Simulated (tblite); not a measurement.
C₄H₁₁NSi.
Cartesian coordinates in Å at the GFN2-xTB level; atoms count from 1:
```xyz
17
C4H11NSi angstrom
C     -1.5890   -1.2799   -0.0677
N     -0.8444   -0.0438   -0.0440
C     -1.7050    1.1133   -0.1052
Si     0.6767    0.0407    0.7481
C      2.0496    0.8734   -0.2224
C      2.1365   -0.6643   -0.1970
H     -2.2478   -1.3810    0.8043
H     -0.8999   -2.1202   -0.0820
H     -2.2109   -1.3158   -0.9664
H     -2.3239    1.0631   -1.0054
H     -1.1012    2.0160   -0.1433
H     -2.3737    1.1753    0.7626
H      0.7433    0.0575    2.2058
H      2.8412    1.3918    0.2979
H      1.8584    1.3133   -1.1904
H      2.0055   -1.1559   -1.1500
H      2.9774   -1.0713    0.3451
```

All values are computed: GFN2-xTB (tblite) harmonic vibrations without scaling, gas phase. The method is semi-empirical: single wavenumbers can be off by several per cent or more. Modes of hydrogen on silicon can be 10 to 20 % off. One conformer, not necessarily the lowest.

Harmonic wavenumbers (cm⁻¹): 45.2, 126.7, 141.0, 181.8, 206.3, 276.6, 296.1, 374.3, 504.6, 633.0, 653.8, 676.7, 715.3, 750.3, 797.8, 871.4, 1029.3, 1034.5, 1052.9, 1063.7, 1087.4, 1090.8, 1125.9, 1163.9, 1200.8, 1303.0, 1415.2, 1425.6, 1434.3, 1454.1, 1479.8, 1487.9, 1501.9, 1511.6, 2273.1, 2886.3, 2889.0, 2952.4, 2955.9, 3035.3, 3036.4, 3062.6, 3067.5, 3069.0, 3087.7.

A = 5274, B = 1904, C = 1636 MHz; mass 101.066 u (most abundant isotopes); point group Cs, symmetry number 1.

**Question.** What is the zero-point energy?

**Answer.** Half the sum of the wavenumbers: 31214 cm⁻¹ = 89.25 kcal/mol.

**Question.** Entropy at 400 K, 1 bar (ideal gas, RRHO, classical rotation)?

**Answer.** Translation 41.24, rotation 28.25, vibration 31.06: S = 100.5 cal/(mol K).

**Question.** And Cp and H(400 K) − H(0)?

**Answer.** Cp = 41.07 cal/(mol K), of which vibrations give 33.12 (their classical limit is 45 R = 89.4); H(400 K) − H(0) = 9.76 kcal/mol without the zero-point energy, 6.58 from vibrations.

**Question.** Which modes carry the vibrational entropy at 400 K?

**Answer.** 45.2 cm⁻¹: 5.60; 126.7 cm⁻¹: 3.57; 141.0 cm⁻¹: 3.36; 181.8 cm⁻¹: 2.87; 206.3 cm⁻¹: 2.63; 276.6 cm⁻¹: 2.08 cal/(mol K); the other 39 give 10.97 together.

**Question.** What must be added to the electronic energy to get the Gibbs energy at 400 K and 1 bar?

**Answer.** ZPE + [H(400 K) − H(0)] − T·S = 89.25 + 9.76 − 40.22 = 58.79 kcal/mol.

Hindered rotation and anharmonicity are outside this model. Other conformers, if any are populated, would add a mixing term that is left out.

The run took 0.81 s on one thread of an Arm Neoverse N1, on a shared host. This covers the Hessian and the dipole derivatives.
